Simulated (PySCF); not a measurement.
SnF₂, SMILES [F][Sn][F] (connectivity only; charge and spin as stated), neutral, multiplicity 1.

Geometry: TPSSh-D3(BJ)/def2-TZVP. The isomer is the one that the SMILES or the coordinates give; other isomers of the formula were not compared. The def2 effective core potentials stand for the cores of Sn; spin–orbit coupling is left out.

Method: TDA-LC-ωPBE/def2-SVPD (PySCF).

Vertical excitations.  State labels are in the subgroup C2v.

```tsv
state	symmetry	energy (eV)	λ (nm)	f	main pairs
S1	B1	5.28	235	0.189	HOMO→LUMO 97 %
S2	A2	6.86	181	0.000	HOMO−1→LUMO 97 %
S3	B2	7.25	171	0.098	HOMO−2→LUMO 52 %, HOMO→LUMO+1 46 %
S4	B1	7.58	164	0.019	HOMO−4→LUMO 97 %
S5	A1	7.67	162	0.167	HOMO→LUMO+2 55 %, HOMO−3→LUMO 40 %
S6	B2	7.97	156	0.362	HOMO→LUMO+1 47 %, HOMO−2→LUMO 39 %, HOMO−1→LUMO+2 7 %
S7	A2	8.00	155	0.000	HOMO−5→LUMO 97 %
S8	A1	8.31	149	0.330	HOMO−3→LUMO 50 %, HOMO→LUMO+2 37 %
S9	A1	9.03	137	0.000	HOMO→LUMO+3 88 %
S10	A1	9.15	136	0.025	HOMO−1→LUMO+1 79 %
T1	B1	3.40	365	0	HOMO→LUMO 96 %
T2	B2	5.69	218	0	HOMO→LUMO+1 94 %
T3	A1	6.50	191	0	HOMO→LUMO+2 87 %
T4	A2	6.72	184	0	HOMO−1→LUMO 97 %
```
Triplets are in the Tamm–Dancoff approximation.
